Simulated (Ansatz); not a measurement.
An input meant for GeF₂⁻ (charge -1, quartet; with a point charge).

```yaml
crystal:
  periodic: [false, false, false]
  atoms:
    - {symbol: Ge, position_ang: [-0.686293, -0.417372, -0.240475]}
    - {symbol: F, position_ang: [-0.319427, 1.410750, -0.075180]}
    - {symbol: F, position_ang: [1.005721, -0.993377, 0.315645]}
basis:
  gaussian: {orbitals: pcseg-2, point_charges: [{charge: 2.00, position_ang: [5.446, -0.495, 0.639]}]}
total_charge: -1
magnetization: {spin_polarized: true, initial_magnetization: 3}
hamiltonian: {xc: {name: CAM-B3LYP}, dispersion: d3bj}
smearing: {width: 0.1}
output: {forces: true}
```

```sh
$ ansatz run in.yaml --threads 4 --pin off --events-out ev --progress --plain --max-ram 3916MiB
```

Shortened log:

```
Error: YAML parse error: error: line 12 column 1: unknown field `smearing`, expected one of crystal, accuracy, basis, kpoints, hamiltonian, magnetization, projection, total_charge, correlation, batch, efield, external_charges, scf, relax, neb, saddle, md, ramp, phonons, dielectric, real_time, elastic, magnetic_configurations, gw, evaluate, workflow, output, checkpoint, execution
10 | magnetization: {spin_polarized: true, initial_magnetization: 3}
11 | hamiltonian: {xc: {name: CAM-B3LYP}, dispersion: d3bj}
12 | smearing: {width: 0.1}
13 | output: {forces: true}
```

In this input the input holds a key that doesn't belong there. The program refused the input.
